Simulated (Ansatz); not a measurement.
Ansatz results at the PBE0-D4/def2-TZVP geometry: HOMO energy (PBE/def2-TZVPP) -6.20 eV; size of the dipole moment (B3LYP/def2-TZVPP) 2.83 D; LUMO energy (PBE0/def2-TZVPP) -0.30 eV.

Each molecule was computed in one conformer, which needn't be the lowest.

**Question.** Which molecule gave them?
A. `C#C[SiH2][AlH2]`
B. `[CH2]1[S][InH]1`
C. `OCCCCl`
D. `CC(F)C=N`

**Answer.** D. The others give `C#C[SiH2][AlH2]`: -6.27, 0.27, -2.09; `OCCCCl`: -6.27, 1.46, 0.86; `[CH2]1[S][InH]1`: -5.19, 3.25, -1.67.

B3LYP here is the variant with VWN-RPA as its local correlation; programs differ in this.
